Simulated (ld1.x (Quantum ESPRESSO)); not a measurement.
**Which change was made? (Ru, TM)**

ld1.x (Quantum ESPRESSO) 7.5 input, shortened:

```
&input
   title='Ru', zed=44., rel=2, dft='PBE', iswitch=3,
   config='[Kr] 4d6 4f-2 5s0 5p0', rel_dist='average'
 /
 &inputp
   pseudotype=2, tm=.true., lloc=0,
   nlcc=.false.
 /
4
5P  2  1   0.00   0.00  2.10  2.10  0.0
4D  3  2   6.00   0.00  1.35  1.35  0.0
4F  4  3  -2.00  -0.05  1.90  1.90  0.0
5S  1  0   0.00   0.00  1.95  1.95  0.0
 &test
   configts(1)='4d6 5s0 5p0'
 /
```

Open shells are filled in proportion to 2j + 1 (rel_dist='average').

Cutoffs, loose and tight: the cutoffs (Ry, on a coarse ladder) from which the occupation-weighted sum of valence levels, in a spherical-Bessel basis at the reference potential, stays within 10 and 1 mRy of its value at 400 Ry. They do not see the model core or the augmentation charge, which bear on the density cutoff. Test errors are all-electron minus pseudo excitation energies from the reference, over the configurations 4d7 5s1 5p0; 4d7 5s0 5p0; 4d5 5s0 5p0; 4d6 5s2 5p0; 4d7 5s0.5 5p0; 4d6 5s1 5p1; 4d6 5s1 5p0; variants that change the core or the reference have their own tests.

The base gives: outcome: generated; cutoff, loose: 55 Ry; cutoff, tight: 70 Ry; bound ghosts: p3/2, p1/2; largest test error (meV): +168.

Q: After one change the result is: outcome: generated; cutoff, loose: 55 Ry; cutoff, tight: 70 Ry; bound ghosts: p; largest test error (meV): +171. Which change was it?
A. functional Wu–Cohen
B. wave 5s (bound): rc 1.95 bohr becomes 5s (bound): rc 2.16 bohr
C. scalar-relativistic
D. core correction a·sin(br)/r model core inside 1.64 bohr
E. reference 4d7 5s1 5p0

A: C. The others give: wave 5s (bound): rc 1.95 bohr becomes 5s (bound): rc 2.16 bohr → outcome: generated; cutoff, loose: 55 Ry; cutoff, tight: 70 Ry; bound ghosts: p1/2, p3/2; largest test error (meV): +146 | core correction a·sin(br)/r model core inside 1.64 bohr → outcome: generated; cutoff, loose: 55 Ry; cutoff, tight: 70 Ry; bound ghosts: p3/2, p1/2; largest test error (meV): -216 | functional Wu–Cohen → outcome: generated; cutoff, loose: 55 Ry; cutoff, tight: 70 Ry; bound ghosts: p3/2, p1/2; largest test error (meV): -138 | reference 4d7 5s1 5p0 → outcome: generated; cutoff, loose: 55 Ry; cutoff, tight: 70 Ry; bound ghosts: p1/2, p3/2; largest test error (meV): -324.
